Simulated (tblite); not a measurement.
C₄H₇F₂Si (doublet state).
Atom-mapped SMILES: `[H]/[C:1]=[C:2](\[SiH3:3])[CH2:4][CH:5]([F:6])[F:7]` (hydrogens: H8 on C1; H9, H10, H11 on Si3; H12, H13 on C4; H14 on C5)
Bond orders are those of one Lewis drawing.

Computed with GFN2-xTB (tblite), gas phase: L-BFGS steps from a force-field or distance-geometry start until the largest atomic force falls under 0.01 eV/Å.

Step 33: E = -631.5322 eV
```
atom  x, y, z in Å  |  force x, y, z in eV/Å
C1     -0.1448   -2.0286    0.0596    0.006  -0.105   0.011
C2      0.1512   -0.8101   -0.2292   -0.005   0.017   0.011
Si3     1.9156   -0.0808    0.1237    0.032   0.005   0.009
C4     -0.8450    0.1888   -0.7635   -0.014   0.008   0.013
C5     -1.4679    0.9587    0.3893    0.019   0.004   0.000
F6     -0.5674    1.8090    0.9497    0.004  -0.010  -0.014
F7     -2.4944    1.7365   -0.0398    0.029  -0.013   0.019
H8      0.3693   -2.8822    0.4432   -0.013   0.065  -0.025
H9      2.8824   -1.0848   -0.3155    0.011  -0.009  -0.012
H10     2.0335    1.1484   -0.6581    0.025  -0.005   0.020
H11     2.0235    0.1531    1.5605   -0.015   0.026  -0.001
H12    -0.3636    0.9036   -1.4311   -0.021   0.017  -0.038
H13    -1.6490   -0.3167   -1.3011   -0.012  -0.004   0.022
H14    -1.8441    0.3046    1.1901   -0.046   0.005  -0.015
```

Step 34: E = -631.5327 eV
```
atom  x, y, z in Å  |  force x, y, z in eV/Å
C1     -0.1416   -2.0282    0.0582    0.002  -0.127   0.020
C2      0.1517   -0.8094   -0.2311    0.007   0.029   0.019
Si3     1.9162   -0.0801    0.1236    0.031   0.003   0.010
C4     -0.8468    0.1874   -0.7635   -0.030   0.017   0.015
C5     -1.4687    0.9582    0.3893    0.020   0.029   0.001
F6     -0.5671    1.8067    0.9502    0.032  -0.014  -0.001
F7     -2.4911    1.7422   -0.0380    0.010  -0.028  -0.002
H8      0.3744   -2.8805    0.4428   -0.015   0.070  -0.030
H9      2.8809   -1.0871   -0.3147    0.008  -0.002  -0.007
H10     2.0406    1.1491   -0.6580    0.019  -0.011   0.024
H11     2.0188    0.1522    1.5615   -0.011   0.026  -0.011
H12    -0.3695    0.9021   -1.4334   -0.003   0.031  -0.044
H13    -1.6504   -0.3196   -1.2992   -0.027  -0.013   0.019
H14    -1.8481    0.3063    1.1900   -0.045  -0.008  -0.011
```

Step 35: E = -631.5334 eV
```
atom  x, y, z in Å  |  force x, y, z in eV/Å
C1     -0.1387   -2.0288    0.0563    0.000  -0.095   0.015
C2      0.1515   -0.8090   -0.2327    0.016   0.030   0.023
Si3     1.9168   -0.0793    0.1236    0.019  -0.006   0.008
C4     -0.8491    0.1862   -0.7636   -0.034   0.019   0.010
C5     -1.4691    0.9579    0.3896    0.015   0.044   0.002
F6     -0.5659    1.8036    0.9510    0.061  -0.019   0.014
F7     -2.4866    1.7486   -0.0358   -0.014  -0.034  -0.027
H8      0.3817   -2.8771    0.4423   -0.009   0.048  -0.027
H9      2.8791   -1.0896   -0.3136    0.007   0.003  -0.002
H10     2.0495    1.1496   -0.6572    0.010  -0.014   0.025
H11     2.0128    0.1518    1.5624   -0.006   0.026  -0.016
H12    -0.3768    0.9008   -1.4371    0.011   0.030  -0.036
H13    -1.6524   -0.3234   -1.2969   -0.041  -0.016   0.020
H14    -1.8535    0.3083    1.1895   -0.035  -0.018  -0.008
```

Step 36: E = -631.5340 eV
```
atom  x, y, z in Å  |  force x, y, z in eV/Å
C1     -0.1368   -2.0301    0.0543    0.001  -0.022   0.000
C2      0.1509   -0.8089   -0.2336    0.013   0.020   0.020
Si3     1.9173   -0.0789    0.1236    0.000  -0.016   0.005
C4     -0.8516    0.1854   -0.7637   -0.022   0.012   0.000
C5     -1.4691    0.9583    0.3902    0.006   0.038   0.002
F6     -0.5633    1.8003    0.9523    0.071  -0.024   0.023
F7     -2.4827    1.7540   -0.0343   -0.031  -0.026  -0.042
H8      0.3892   -2.8730    0.4417    0.003   0.011  -0.017
H9      2.8774   -1.0918   -0.3127    0.008   0.004   0.001
H10     2.0580    1.1498   -0.6557    0.001  -0.012   0.021
H11     2.0070    0.1520    1.5627    0.000   0.026  -0.012
H12    -0.3834    0.9000   -1.4412    0.014   0.015  -0.015
H13    -1.6547   -0.3273   -1.2945   -0.046  -0.010   0.025
H14    -1.8588    0.3098    1.1889   -0.017  -0.017  -0.011
```

Task: Estimate the geometry and energy of step 37. (The exact step hangs on the optimiser's Hessian estimate; all steps are aligned on step 36, rigid shifts and turns removed.)

Result: E = -631.5344 eV, largest force 0.066 eV/Å
```
atom  x, y, z in Å  |  force x, y, z in eV/Å
C1     -0.1358   -2.0313    0.0526    0.004   0.046  -0.013
C2      0.1503   -0.8087   -0.2338   -0.001   0.007   0.010
Si3     1.9175   -0.0791    0.1238   -0.014  -0.020   0.002
C4     -0.8538    0.1852   -0.7639   -0.006   0.002  -0.007
C5     -1.4689    0.9591    0.3907   -0.001   0.018  -0.001
F6     -0.5600    1.7973    0.9537    0.056  -0.028   0.021
F7     -2.4802    1.7574   -0.0340   -0.029  -0.013  -0.041
H8      0.3951   -2.8696    0.4411    0.012  -0.020  -0.009
H9      2.8764   -1.0931   -0.3120    0.010   0.002   0.004
H10     2.0641    1.1496   -0.6541   -0.005  -0.009   0.016
H11     2.0028    0.1528    1.5626    0.005   0.024  -0.005
H12    -0.3879    0.8997   -1.4446    0.009  -0.006   0.007
H13    -1.6572   -0.3302   -1.2922   -0.040   0.002   0.031
H14    -1.8629    0.3106    1.1880    0.001  -0.005  -0.016
```

The energy changes by -0.0004 eV. The first-order estimate −F·Δx gives -0.0006 eV and the mean of the old and new forces, exact on a quadratic surface, -0.0005 eV. The step makes an angle of 73° with the force vector and moves no atom by more than 0.007 Å.

What follows is the cost of the whole relaxation. On an Arm Neoverse V2 with one thread, no GPU, shared host, this took 0.32 s of wall time.
